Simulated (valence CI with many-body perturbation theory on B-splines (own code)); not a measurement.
The numbers below are computed, except where a source is named.
## Ba XXV: magnetic and hyperfine properties of the levels

Level of theory: configuration interaction combined with many-body perturbation theory (CI+MBPT): four valence electrons over a frozen Dirac-Fock core [Ar] 3d10, a basis of 11 s, 11 p, 10 d, 8 f, 5 g, 2 h functions for each j, with the one-electron correlation potential Σ1, the two-electron term Σ2, the three-electron term Σ3, Breit, model QED; selected CI, second order for the rest, scaled by the run's own slope (own B-spline code, finite nucleus).

No measured levels were compared; by estimate levels hold to about 250 cm⁻¹ or 0.2 % of their energy and the worst to 1 %, as in measured heavy ions of charge 2 to 7; those with d or f electrons hold less well. Among the levels kept, up to 470 cm⁻¹ of a level comes from second order outside the variational space, and about a tenth of that is noise between levels of different J, which matters for small intervals.

A/g_I is the dipole constant over the nuclear g factor μ/I (μ in nuclear magnetons, uniformly magnetised nucleus), B/Q the quadrupole constant per barn. Both hold the static response of the core; the bare values leave it out. Large factors of s and p1/2 electrons are usually good to 5 to 10 %; those of open d and f shells near neutrality can be off by tens of per cent, and small factors of p3/2, d and f electrons come from cancelling terms and can be off by a factor of two or in sign, in half-filled shells by more. B is blank for J = 1/2, where it vanishes, and for nearly pure S terms. Energies count from the lowest level. Levels with J = 0 are left out.

Levels are named by their leading jj configuration (3d3/2^4 stands for four electrons in 3d with j = 3/2), which in mixed levels can hold well under half, so a name can repeat and another be missing. Letters in brackets count levels of one name in rising energy.

```csv
Level,E (cm⁻¹),g,A/g_I (MHz),A/g_I bare,B/Q (MHz/b),B/Q bare
(4s^2 4p1/2 4p3/2) J=1,143430,1.499,-6480,-6390,16700,15900
(4s^2 4p1/2 4p3/2) J=2,164830,1.215,40900,39000,22300,21200
(4s^2 4p3/2^2) J=2,324580,1.282,18600,17700,11000,10500
(4s 4p1/2^2 4p3/2) J=2,571540,1.741,101000,96900,18500,17600
(4s 4p1/2^2 4p3/2) J=1,648410,0.903,-59200,-56500,28000,26700
(4s 4p1/2 4p3/2^2) J=2 [a],711110,1.446,72700,69500,26200,24900
(4s 4p1/2 4p3/2^2) J=3,749490,1.331,89800,85800,-2340,-2190
(4s 4p1/2 4p3/2^2) J=1 [a],811660,1.276,79100,75700,-30300,-28900
(4s 4p1/2 4p3/2^2) J=2 [b],813170,1.112,10700,10300,-21100,-20200
(4s 4p1/2 4p3/2^2) J=1 [b],857660,1.492,43600,41700,5860,5590
(4s^2 4p1/2 4d3/2) J=2,900940,0.828,38500,37000,7460,7140
(4s 4p3/2^3) J=2,945930,1.242,79600,76100,-20500,-19500
(4s^2 4p1/2 4d5/2) J=3,963120,1.104,21800,21000,12700,12100
(4s^2 4p1/2 4d3/2) J=1,983740,0.846,-21400,-20200,4180,4000
(4s^2 4p1/2 4d5/2) J=2,985200,1.289,-1730,-1420,5890,5630
(4s 4p3/2^3) J=1,1029100,1.280,-52400,-50100,-4300,-4070
(4s^2 4p3/2 4d5/2) J=4,1089600,1.249,8660,8370,40500,38600
(4s^2 4p3/2 4d3/2) J=2,1106900,1.029,8660,8300,-4230,-4020
(4s^2 4p3/2 4d3/2) J=3,1124900,1.219,14100,13600,9700,9290
(4s^2 4p3/2 4d3/2) J=1,1131700,1.226,4130,4170,-16100,-15400
(4s^2 4p3/2 4d5/2) J=2,1152900,1.300,17500,16900,-22900,-21800
(4s^2 4p3/2 4d5/2) J=3,1199300,1.090,10600,10200,20900,20000
(4s^2 4p3/2 4d5/2) J=1,1219000,0.965,-5220,-4670,4980,4770
(4p1/2^2 4p3/2^2) J=2,1257600,1.345,23800,22900,-379,-351
(4s 4p1/2^2 4d3/2) J=1,1313200,0.295,-72800,-69300,2290,2190
(4s 4p1/2^2 4d3/2) J=2,1331000,1.165,44400,42700,8400,8010
(4s 4p1/2^2 4d5/2) J=3,1367900,1.373,53200,51100,11200,10600
(4p1/2 4p3/2^3) J=1,1406100,1.409,11500,11200,-13200,-12500
(4p1/2 4p3/2^3) J=2,1419800,1.142,50400,48300,-33700,-32100
(4s 4p1/2 4p3/2 4d3/2) J=2 [a],1435500,0.925,-11600,-11000,-3420,-3220
(4s 4p1/2 4p3/2 4d3/2) J=1 [a],1443400,1.355,32000,30900,-18200,-17300
(4s 4p1/2 4p3/2 4d3/2) J=3 [a],1445400,1.233,54900,52600,-9640,-9150
(4s 4p1/2 4p3/2 4d3/2) J=2 [b],1447600,1.197,27900,26900,-9230,-8750
(4s 4p1/2 4p3/2 4d5/2) J=4 [a],1455100,1.357,42600,40900,24800,23600
```

(1) Take the isotope of mass number 135, with I = 3/2, μ = 0.8381 μN and Q = 0.153 b. What is the hyperfine structure of (4s 4p1/2 4p3/2^2) J=3?

## Answers

(1) From the table A = 50200 MHz, B = -358 MHz. Shifts from the centre of gravity in MHz: F = 3/2: -301000, F = 5/2: -176000, F = 7/2: 179, F = 9/2: 226000.
